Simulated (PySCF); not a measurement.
Task: What does the PBE0-D3(BJ)/def2-SVP structure of `C=CC(=C)N1CCCC1` look like in three dimensions?

Result: 
```
atom  x, y, z in Å
C1     3.007    1.631   -0.670
C2     2.015    0.972   -0.066
C3     1.086    0.043   -0.743
C4     1.531   -0.822   -1.688
N5    -0.219    0.094   -0.313
C6    -0.796    1.203    0.429
C7    -2.290    1.092    0.136
C8    -2.486   -0.405   -0.081
C9    -1.226   -0.796   -0.842
H10    3.687    2.273   -0.103
H11    3.168    1.548   -1.749
H12    1.860    1.111    1.011
H13    2.596   -0.870   -1.913
H14    0.866   -1.508   -2.214
H15   -0.602    1.111    1.516
H16   -0.375    2.170    0.106
H17   -2.913    1.508    0.941
H18   -2.530    1.639   -0.790
H19   -3.408   -0.653   -0.626
H20   -2.519   -0.929    0.889
H21   -0.936   -1.851   -0.691
H22   -1.355   -0.654   -1.936
```

Orientation and origin are arbitrary. Atoms count from 1 in this order. N5 (enamine nitrogen) is almost planar (angles 124.3°, 121.6° and 112.4°, sum 358.4°, 0.11 Å off the plane of its three neighbours). Of the pairs four or more bonds apart, C9···H14 is among the closest relative to their van der Waals radii: 2.60 Å, 90 % of the sum of Bondi's values. The 5-membered ring N5–C6–C7–C8–C9 has internal angles of 102.5° to 112.4° (sum 525°, against 540° for a flat polygon); it is puckered, 0.17 Å rms from its mean plane, widest ring torsion 39°. The 6 C–C bonds span 1.336 Å (C1=C2, drawn double) to 1.526 Å (C6–C7, drawn single), a spread of 0.190 Å.

Bonds between heavy atoms (Å): C1=C2 1.336, C2–C3 1.478, C3=C4 1.357, C3–N5 1.375, N5–C6 1.454, C6–C7 1.526, C7–C8 1.526, C8–C9 1.523, N5–C9 1.444.

Computed with PBE0-D3(BJ)/def2-SVP geometry optimisation, gas phase in PySCF.

Point group: C1 (no symmetry element, even within 0.4 Å). Stationary, but not proved a minimum. The numbers are those of one conformer (C1–C2–C3–C4 40°, C2–C3–N5–C6 19°, C3–N5–C6–C7 156°, N5–C6–C7–C8 30°, C6–C7–C8–C9 -39°, C7–C8–C9–N5 33°).

Time: 6.0 min wall, 4.2 min CPU. Hardware: one thread of an x86-64 server, shared host. This is the geometry optimisation.
